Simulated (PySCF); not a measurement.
Compound: C₄H₉FSi.
Geometry (GFN2-xTB, Å), atoms numbered from 1 in this order:
```
atom  x, y, z in Å
C1     2.213   -0.161    0.084
Si2    0.553    0.736    0.267
C3    -0.705    0.441   -1.149
C4    -1.514   -0.512   -0.258
F5    -2.859   -0.201   -0.243
C6    -0.844   -0.275    1.103
H7     2.849    0.347   -0.634
H8     2.745   -0.186    1.029
H9     2.082   -1.186   -0.252
H10    0.712    2.122    0.717
H11   -1.302    1.316   -1.395
H12   -0.376   -0.007   -2.082
H13   -1.457   -1.555   -0.585
H14   -1.497    0.319    1.738
H15   -0.606   -1.190    1.639
```

A PySCF run (density fitting, gas phase, GFN2-xTB geometry) gave HOMO -8.06 eV, LUMO 0.85 eV, dipole 2.42 D and E = -546.721 Eh.

Question: Which of these levels was it?
A. PBE0/def2-TZVP
B. mPW1PW91/pcSseg-0
C. OLYP/6-311+G(2d,p)
D. wB97X-D/def2-SVPD
E. PBE0/pcSseg-1

Answer: E. It is PBE0/pcSseg-1. All candidates on this geometry:

```
              level and settings                    kind  basis functions  SCF cycles     E (Eh)  HOMO (eV)  LUMO (eV)  dipole (D)
OLYP/6-311+G(2d,p), grid level 1                     GGA              224          11  -547.1553      -6.61      -0.80        2.33
    PBE0/def2-TZVP, grid level 3           global hybrid              246          12  -546.8717      -7.97       0.64        2.36
                   PBE0/pcSseg-1           global hybrid              154          12  -546.7207      -8.06       0.85        2.42
 mPW1PW91/pcSseg-0, grid level 4           global hybrid               76          12  -546.1976      -8.29       1.07        2.58
               wB97X-D/def2-SVPD  range-separated hybrid              199          12  -546.8241      -9.90       2.16        2.52
```

The nearest other candidate, by the summed differences of HOMO and LUMO, is PBE0/def2-TZVP: its HOMO differs by +0.09 eV and its LUMO by -0.21 eV. wB97X-D ran without the empirical dispersion term, which would shift the total energy alone. Cycle counts include a coarse-grid stage where the run had one. All basis functions are spherical, in the Pople sets too.
